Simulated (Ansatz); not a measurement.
Consider the ligand exchange at the Si–C bond: `C=[C]([SiH3])[InH2]` + `C[O][GeH]([OH])[Cl]` → `C[O][GeH]([Cl])[O][SiH3]` + `C=[CH][InH2]`.

Gas-phase electronic energies from Ansatz, PBE0-D4/def2-TZVP geometries. CCSD(T)/CBS is the MP2 limit (def2-TZVPP, def2-QZVPP) plus CCSD(T) − MP2 in def2-TZVPP, frozen cores. DFT in def2-TZVPP. def2 core potentials past Kr. For Ge, In outer-core shells are correlated without core-valence functions, which leaves a few kJ/mol of doubt a bond. Scalar relativity is left out up to krypton. One conformer a species, not always the lowest.

(1) Is it downhill or uphill in electronic energy at CCSD(T)/CBS, and by how much? (Estimate.)

(2) What do these levels give: PBE-D4, PBE0-D4, ωB97X-V, PBE, r2SCAN, PBE0, SCS-MP2/def2-TZVPP, CCSD/def2-TZVPP, CCSD(T)/def2-TZVPP, HF/def2-QZVPP, MP2/def2-QZVPP, SCS-MP2/def2-QZVPP? (Estimate.)

Largest T1 diagnostic among the species: 0.014.

## Answers

(1) Computed: Downhill: ΔE = -22.2 kcal/mol.

(2) Ansatz gave: PBE-D4 -18.7, PBE0-D4 -20.2, ωB97X-V -22.8, PBE -18.4, r2SCAN -21.4, PBE0 -20.0, SCS-MP2/def2-TZVPP -23.3, CCSD/def2-TZVPP -23.3, CCSD(T)/def2-TZVPP -22.5, HF/def2-QZVPP -27.9, MP2/def2-QZVPP -22.1, SCS-MP2/def2-QZVPP -23.3 kcal/mol.

In def2-TZVPP, CCSD(T) changes the Hartree–Fock value by +4.9 kcal/mol (the triples alone add +0.8 kcal/mol) and MP2 by +5.3 kcal/mol. From PBE to PBE0 (25 % exact exchange), in def2-TZVPP and without D4, ΔE moves by −1.5 kcal/mol.
